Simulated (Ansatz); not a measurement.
Reaction (ligand exchange at a B–C bond): `CB(O)[SiH2][SiH3]` + H–F → `OB(F)[SiH2][SiH3]` + CH₄

Computed with Ansatz on PBE0-D4/def2-TZVP structures; ΔE is electronic, products minus reactants. CCSD(T)/CBS adds triple-zeta CCSD(T) − MP2 to the extrapolated MP2 energy (def2 sets, frozen cores). This one scheme is used for every species. DFT in def2-TZVPP. B3LYP here is the variant with VWN-RPA as its local correlation; programs differ in this. Each species was taken in one conformer, which may not be the lowest.

`CB(O)[SiH2][SiH3]`:

Z-matrix (Å, degrees):
```
C
B 1 1.563
H 1 1.093 2 112.7
H 1 1.096 2 110.5 3 -121.6
H 1 1.096 2 110.7 3 122.0
O 2 1.358 1 117.9 3 1.3
Si 2 2.042 1 121.6 3 179.6
H 6 0.961 2 114.2 1 -179.6
Si 7 2.341 2 110.2 1 -69.0
H 7 1.497 2 111.4 1 171.1
H 7 1.492 2 111.7 1 50.7
H 9 1.489 7 110.2 2 -60.1
H 9 1.488 7 112.0 2 179.3
H 9 1.489 7 109.9 2 58.8
```

H–F:

Z-matrix (Å, degrees):
```
F
H 1 0.920
```

`OB(F)[SiH2][SiH3]`:

Z-matrix (Å, degrees):
```
Si
Si 1 2.342
B 1 2.028 2 109.1
H 1 1.488 2 109.1 3 -121.3
H 1 1.489 2 108.6 3 120.1
H 2 1.488 1 110.1 3 60.5
H 2 1.488 1 111.0 3 -179.2
H 2 1.488 1 110.0 3 -58.9
F 3 1.338 1 120.2 2 82.3
O 3 1.348 1 120.9 2 -95.6
H 10 0.965 3 113.4 1 177.8
```

CH₄:

```xyz
5

C     0.000    0.000    0.000
H    -1.049   -0.183   -0.233
H     0.076    0.827    0.705
H     0.537    0.252   -0.914
H     0.435   -0.896    0.442
```

```tsv
species	B3LYP-D4 energy (Eh)
`CB(O)[SiH2][SiH3]`	-722.77422
H–F	-100.49283
`OB(F)[SiH2][SiH3]`	-782.78529
CH₄	-40.54051
```

(1) Work out ΔE.

Largest T1 diagnostic among the species: 0.014.

Results:

(1) ΔE = (-782.78529) + (-40.54051) − (-722.77422) − (-100.49283) = -0.05875 Eh = -154.2 kJ/mol. CCSD(T)/CBS gives -143.9 kJ/mol.

In def2-TZVPP, CCSD(T) changes the Hartree–Fock value by +26.1 kJ/mol (the triples alone add +2.7 kJ/mol) and MP2 by +28.3 kJ/mol. The D4 term adds +7.7 kJ/mol with B3LYP and +4.4 kJ/mol with PBE0; it sums over pairs of atoms, weighted by their polarisabilities, and B3LYP, whose exchange is more repulsive, gets the larger term.
